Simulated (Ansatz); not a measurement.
**Two structures, one formula**

The two ends of one reaction step of SiH2BrCl3, closed shell (PBE0-D4/def2-TZVP).

A:

Si1  (-1.018, 0.476, -0.373)
Cl2  (2.378, -1.669, 1.106)
Cl3  (-0.876, -1.227, -1.459)
Cl4  (-1.402, 0.035, 1.565)
H5  (-2.085, 1.329, -0.915)
H6  (2.112, -0.527, 0.581)
Br7  (0.891, 1.584, -0.505)
(Å)

B:

```json
{"atom": "Si1", "x (Å)": "-0.7797", "y (Å)": "-0.6082", "z (Å)": "-0.2762"}
{"atom": "Cl2", "x (Å)": "1.0818", "y (Å)": "-1.4185", "z (Å)": "-0.0645"}
{"atom": "Cl3", "x (Å)": "-2.0152", "y (Å)": "-2.0120", "z (Å)": "-1.0618"}
{"atom": "Cl4", "x (Å)": "-1.4634", "y (Å)": "-0.0334", "z (Å)": "1.5421"}
{"atom": "H5", "x (Å)": "-0.7021", "y (Å)": "0.5485", "z (Å)": "-1.1767"}
{"atom": "H6", "x (Å)": "2.1053", "y (Å)": "1.0702", "z (Å)": "0.5352"}
{"atom": "Br7", "x (Å)": "1.7733", "y (Å)": "2.4535", "z (Å)": "0.5021"}
```

Ansatz 0.2.0; basis: def2-TZVPP; cores frozen in the correlated methods. Filled d shells of the heavier atoms are correlated. The def2 sets are not built for correlating such inner shells, so the correlated values are less sure here. B3LYP uses VWN-RPA correlation.

**Question.** Which structure is lower at CCSD(T), and by how much? (Judge from chemistry; the value comes from the calculation.)

**Answer.** Computed: B, by 1.42 kcal/mol (electronic energy, against the other). By their contacts, A is a complex of SiHBrCl₂ ([Cl][SiH]([Cl])[Br]) + HCl and B is a complex of SiHCl₃ ([Cl][SiH]([Cl])[Cl]) + HBr.

All methods give the same order:

| method | E(B) − E(A) (kcal/mol) |
| --- | --- |
| SPW92 | -1.15 |
| PBE-D4 | -0.82 |
| BLYP-D4 | -1.45 |
| r2SCAN-D4 | -1.42 |
| B97M-V | -2.26 |
| PBE0-D4 | -0.91 |
| B3LYP-D4 | -1.46 |
| r2SCAN0-D4 | -1.34 |
| BHLYP-D4 | -1.50 |
| CAM-B3LYP-D4 | -1.92 |
| wB97X-V | -1.67 |
| wB97M-V | -1.62 |
| B2PLYP | -1.61 |
| PBE-QIDH | -1.10 |
| RPA on PBE | -1.57 |
| HF | -2.24 |
| MP2 | -1.01 |
| CCSD | -1.52 |
| CCSD(T) | -1.42 |

No T1 diagnostic of these runs exceeds 0.008.

Labels in which every atom is bracketed show which atoms are joined, not bond orders.

For scale, one of the runs: CCSD(T)/def2-TZVPP, 244 basis functions, launched by `ansatz run in.yaml --threads 8 --pin off --events-out ev --progress --plain --max-ram 19148MiB`. Hardware: 8 CPU threads of an Arm Neoverse V2, shared host. Wall time 100 s; peak host memory 4.5 GiB.
